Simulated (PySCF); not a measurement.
Molecule: `C=C(CF)[SiH2]O`, C$_{3}$H$_{7}$FOSi.

Geometry (Å), atoms numbered from 1 in this order:
```xyz
13

C    -0.747    1.605    0.462
C    -0.342    0.411    0.057
C    -1.322   -0.723    0.007
F    -0.711   -1.929    0.298
Si    1.428    0.040   -0.530
O     2.123   -1.120    0.361
H    -0.077    2.447    0.475
H    -1.758    1.798    0.790
H    -2.140   -0.608    0.726
H    -1.732   -0.832   -1.004
H     2.283    1.192   -0.292
H     1.336   -0.357   -1.939
H     1.655   -1.926    0.572
```

Frames of a GFN2-xTB Langevin trajectory at 600 K; GIAO PBE0/pcSseg-1 shieldings in PySCF, gas phase, non-relativistic; equivalent atoms averaged within each frame.

Scale: TMS for 13C (186.93 ppm) and 29Si (349.16 ppm) and 1H (31.72 ppm); 19F (170.95 ppm) vs CFCl3; 17O (336.08 ppm) vs H2O (reference shieldings calculated alike). The references are static minima.

Q: How do the shifts (ppm) fluctuate along the trajectory?

A: 
```tsv
time (fs)	C2	C1	C3	F4	Si5	O6	H8	H9/H10	H11/H12	H7
250	157.8	135.0	98.0	-211.2	-20.1	31.4	7.54	7.52	6.48	5.21
425	173.2	155.5	109.8	-220.6	-27.5	38.1	7.51	7.91	5.53	5.56
625	160.3	155.6	99.8	-191.0	-23.9	18.4	7.23	5.38	6.68	7.57
800	151.3	136.9	90.5	-245.7	-17.3	40.0	6.40	5.79	5.54	7.23
1000	169.8	144.8	98.8	-227.1	-30.8	36.4	5.79	5.76	5.12	6.15
mean of frames	162.5	145.5	99.4	-219.1	-23.9	32.9	6.89	6.47	5.87	6.34
standard deviation	8.9	9.8	6.9	20.2	5.5	8.7	0.77	1.15	0.67	1.03
```

5 frames give an uncertainty of the mean of about the standard deviation over 2.2 at best, since frames this close in time may not be independent; classical motion lacks zero-point vibration, and the reference would need the same averaging.
